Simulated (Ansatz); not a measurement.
Computed with Ansatz on PBE0-D4/def2-TZVP structures; ΔE is electronic, products minus reactants. CBS: MP2 limit from def2 TZ/QZ plus the TZ coupled-cluster correction, frozen cores. This one scheme is used for every species. Functionals use def2-TZVPP. For Ga outer-core shells are correlated without core-valence functions, which leaves a few kJ/mol of doubt a bond. Scalar relativity is left out up to krypton. Each species was taken in one conformer, which may not be the lowest.

Reaction (cleavage of the B–Ga bond): `[BH2][GaH][OH]` + `[SiH3]N[SiH3]` → `BN([SiH3])[SiH3]` + `[OH][GaH2]`

CCSD(T)/CBS gives -33.8 kcal/mol.

Problem. Another level gave -35.4 kcal/mol. Which?
A. revPBE/def2-TZVPP
B. revPBE-D4/def2-TZVPP
C. SCS-MP2/def2-TZVPP
D. BLYP/def2-TZVPP

Solution. C. SCS-MP2/def2-TZVPP -35.4, revPBE -31.4, revPBE-D4 -34.0, BLYP -32.9 kcal/mol.

Largest T1 diagnostic among the species: 0.015.

At CCSD(T), def2-SVP lies −5.2 kcal/mol from the extrapolated value and def2-TZVPP −1.0 kcal/mol. In def2-TZVPP, CCSD(T) changes the Hartree–Fock value by −1.4 kcal/mol (the triples alone add −0.7 kcal/mol) and MP2 by −2.8 kcal/mol.
